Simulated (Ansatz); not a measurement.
System: C2H6GeI2, charge 0, multiplicity 1. SMILES: [CH3][Ge]([CH3])([I])[I]
Geometry: optimised at B3LYP-D3(BJ)/def2-TZVP (Ansatz, a program for electronic structure).

Property: vertical electron affinity (to the doublet state of charge -1; a negative value means that the extra electron is unbound and the number depends on the basis; each state is the SCF solution reached for its spin), in eV. Cores are frozen in the correlated levels unless marked. Open shells are spin-unrestricted. No spin-orbit coupling. The frozen core is the preceding noble-gas configuration, with the filled d and f shells of earlier blocks. Past Kr the def2 sets carry scalar-relativistic core potentials. Anions need diffuse functions: def2-D sets add few. CBS(X,Y): correlation extrapolated as X^-3; Hartree-Fock from the larger set. [CCSD(T)-MP2]/basis is that difference in the basis named.

```json
[
 {"level": "HF/def2-SVPD", "program": "Ansatz", "vertical electron affinity (eV)": "-0.80"},
 {"level": "HF/def2-TZVPPD", "program": "Ansatz", "vertical electron affinity (eV)": "-0.84"},
 {"level": "HF/def2-QZVPPD", "program": "Ansatz", "vertical electron affinity (eV)": "-0.83"},
 {"level": "PBE/def2-TZVPD", "program": "Ansatz", "vertical electron affinity (eV)": "0.28"},
 {"level": "PBE0/def2-TZVPD", "program": "Ansatz", "vertical electron affinity (eV)": "0.16"},
 {"level": "BHLYP/def2-TZVPD", "program": "Ansatz", "vertical electron affinity (eV)": "-0.02"},
 {"level": "CAM-B3LYP/def2-TZVPD", "program": "Ansatz", "vertical electron affinity (eV)": "0.13"}
]
```

Task: Predict the RI-MP2/CBS(def2-TZVPPD,def2-QZVPPD)+[CCSD(T)-MP2]/def2-TZVPPD result (Ansatz).

Result: 0.00 eV, so CAM-B3LYP/def2-TZVPD differs from it by 0.13 eV.
